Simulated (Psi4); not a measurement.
F₂Zn, singlet, geometry from GFN2-xTB (such geometries of metal compounds can be far from the true shape); PBE/3-21G (Psi4 1.11).

The Psi4 input:
```
memory 2 GB

molecule {
0 1
  Zn    0.11178456    0.21961568    0.22606771
  F    -0.39394830    0.70092960   -1.31061117
  F     0.02133311   -1.43298187    0.55705213
}

set basis 3-21g

energy('pbe')
print_variables()
```

What does Psi4 print? Leave out banner, timings and long lists.


```
   => Loading Basis Set <=

    Name: 3-21G
    Role: ORBITAL
    Keyword: BASIS

         ---------------------------------------------------------
                                   SCF
               by Justin Turney, Rob Parrish, Andy Simmonett
                          and Daniel G. A. Smith
                              RKS Reference
         ---------------------------------------------------------

  ==> Geometry <==

    Molecular point group: cs
    Full point group: Cs

    Geometry (in Angstrom), charge = 0, multiplicity = 1:

       Center              X                  Y                   Z               Mass
    ------------   -----------------  -----------------  -----------------  -----------------
         ZN          -0.249318013511     0.219906199053     0.000000000000    63.929142010000
         F            1.367397840935     0.704716101477     0.000000000000    18.998403162730
         F           -0.528449085354    -1.444694851676     0.000000000000    18.998403162730

  Running in cs symmetry.

  Rotational constants: A =      0.88946  B =      0.21604  C =      0.17382 [cm^-1]
  Rotational constants: A =  26665.32139  B =   6476.86229  C =   5211.11150 [MHz]
  Nuclear repulsion =  184.257975926837076

  Charge       = 0
  Multiplicity = 1
  Electrons    = 48
  Nalpha       = 24
  Nbeta        = 24

  ==> Algorithm <==

  SCF Algorithm Type is DF.
  DIIS enabled.
  MOM disabled.
  Fractional occupation disabled.
  Guess Type is SAD.
  Energy threshold   = 1.00e-06
  Density threshold  = 1.00e-06
  Integral threshold = 1.00e-12

  ==> Primary Basis <==

  Basis Set: 3-21G
    Blend: 3-21G
    Number of shells: 21
    Number of basis functions: 47
    Number of Cartesian functions: 47
    Spherical Harmonics?: false
    Max angular momentum: 2

  ==> DFT Potential <==

   => LibXC <=

    Version 7.1.2
    S. Lehtola, C. Steigemann, M. J. T. Oliveira, and M. A. L. Marques,  SoftwareX 7, 1–5 (2018) (10.1016/j.softx.2017.11.002)

   => Composite Functional: PBE <=

    PBE GGA Exchange-Correlation Functional

    J.P. Perdew et. al., Phys. Rev. Lett., 77(18), 3865-3868, 1996

    Deriv               =              1
    GGA                 =           TRUE
    Meta                =          FALSE

    Exchange Hybrid     =          FALSE
    MP2 Hybrid          =          FALSE

   => Exchange Functionals <=

    1.0000     XC_GGA_X_PBE

   => Correlation Functionals <=

    1.0000     XC_GGA_C_PBE

   => LibXC Density Thresholds  <==

    XC_GGA_C_PBE:  1.00E-12
    XC_GGA_X_PBE:  1.00E-15

   => Molecular Quadrature <=

    Radial Scheme          =       TREUTLER
    Pruning Scheme         =           NONE
    Nuclear Scheme         =       TREUTLER

    Blocking Scheme        =         OCTREE
    BS radius alpha        =              1
    Pruning alpha          =              1
    Radial Points          =             75
    Spherical Points       =            302
    Total Points           =          65918
    Total Blocks           =            563
    Max Points             =            255
    Max Functions          =             45
    Weights Tolerance      =       1.00E-15

   => Loading Basis Set <=

    Name: (3-21G AUX)
    Role: JKFIT
    Keyword: DF_BASIS_SCF

  ==> Integral Setup <==

  SCF_SUBTYPE=INCORE selected. In-core MEM_DF algorithm will be used.
  Using in-core AOs.

  ==> MemDFJK: Density-Fitted J/K Matrices <==

    J tasked:                   Yes
    K tasked:                    No
    wK tasked:                   No
    Algorithm:                 Core
    Schwarz Cutoff:           1E-12
    Mask sparsity (%):       3.5310
    Fitting Condition:        1E-10

   => Auxiliary Basis Set <=

  Basis Set: (3-21G AUX)
    Blend: DEF2-UNIVERSAL-JKFIT
    Number of shells: 108
    Number of basis functions: 563
    Number of Cartesian functions: 563
    Spherical Harmonics?: false
    Max angular momentum: 6

  Minimum eigenvalue in the overlap matrix is 6.0688910660E-03.
  Reciprocal condition number of the overlap matrix is 1.5944946113E-03.
    Using symmetric orthogonalization.

  ==> Pre-Iterations <==

  SCF Guess: Superposition of Atomic Densities via on-the-fly atomic UHF (no occupation information).

   -------------------------
    Irrep   Nso     Nmo
   -------------------------
     A'        35      35
     A"        12      12
   -------------------------
    Total      47      47
   -------------------------

  ==> Iterations <==

                           Total Energy        Delta E     RMS |[F,P]|

   @DF-RKS iter SAD: -1966.04848548514724   -1.96605e+03   0.00000e+00
    Occupation by irrep:
             Ap   App
    DOCC [    19,    5 ]
    NA   [    19,    5 ]
    NB   [    19,    5 ]

   @DF-RKS iter   1: -1966.45645968907934   -4.07974e-01   1.03544e-01 ADIIS
    Occupation by irrep:
             Ap   App
    DOCC [    18,    6 ]
    NA   [    18,    6 ]
    NB   [    18,    6 ]

   @DF-RKS iter   2: -1927.00080697851831    3.94557e+01   1.62452e-01 ADIIS
   @DF-RKS iter   3: -1967.81969660782897   -4.08189e+01   6.69516e-02 DIIS/ADIIS
   @DF-RKS iter   4: -1968.71120048438752   -8.91504e-01   2.32300e-02 DIIS/ADIIS
   @DF-RKS iter   5: -1968.78724492751553   -7.60444e-02   1.44065e-02 DIIS/ADIIS
   @DF-RKS iter   6: -1968.87101589803228   -8.37710e-02   5.96369e-03 DIIS/ADIIS
   @DF-RKS iter   7: -1968.88260583266560   -1.15899e-02   1.17569e-03 DIIS/ADIIS
   @DF-RKS iter   8: -1968.88315589874696   -5.50066e-04   1.33848e-04 DIIS/ADIIS
   @DF-RKS iter   9: -1968.88316741194808   -1.15132e-05   1.00248e-05 DIIS
   @DF-RKS iter  10: -1968.88316745829184   -4.63438e-08   1.31605e-06 DIIS
   @DF-RKS iter  11: -1968.88316745931729   -1.02546e-09   5.67200e-08 DIIS
  Energy and wave function converged.

  ==> Post-Iterations <==

   Electrons on quadrature grid:
      Ntotal   =   47.9999147995 ; deviation = -8.520e-05

    Orbital Energies [Eh]
    ---------------------

    Doubly Occupied:

[...]
    Virtual:

[...]
    Final Occupation by Irrep:
             Ap   App
    DOCC [    18,    6 ]
    NA   [    18,    6 ]
    NB   [    18,    6 ]

  @DF-RKS Final Energy: -1968.88316745931729

   => Energetics <=

    Nuclear Repulsion Energy =            184.2579759268370765
    One-Electron Energy =               -3118.7175350618676930
    Two-Electron Energy =                1057.1043401442541381
    DFT Exchange-Correlation Energy =     -91.5279484685406288
    Empirical Dispersion Energy =           0.0000000000000000
    VV10 Nonlocal Energy =                  0.0000000000000000
    Total Energy =                      -1968.8831674593172920

Computation Completed

Properties will be evaluated at   0.000000,   0.000000,   0.000000 [a0]

Properties computed using the SCF density matrix

 Multipole Moments:

 ------------------------------------------------------------------------------------
     Multipole            Electronic (a.u.)      Nuclear  (a.u.)        Total (a.u.)
 ------------------------------------------------------------------------------------

 L = 1.  Multiply by 2.5417464519 to convert [e a0] to [Debye]
 Dipole X            :         -1.0526573            0.1341675           -0.9184898
 Dipole Y            :          0.9284642           -0.1183399            0.8101243
 Dipole Z            :          0.0000000            0.0000000            0.0000000
 Magnitude           :                                                    1.2247142

 ------------------------------------------------------------------------------------

  Variable Map:
  ----------------------------------------------------------------------------
[...]
  Array Variable Map:
  ----------------------------------------------------------------------------
[...]
[...]
```
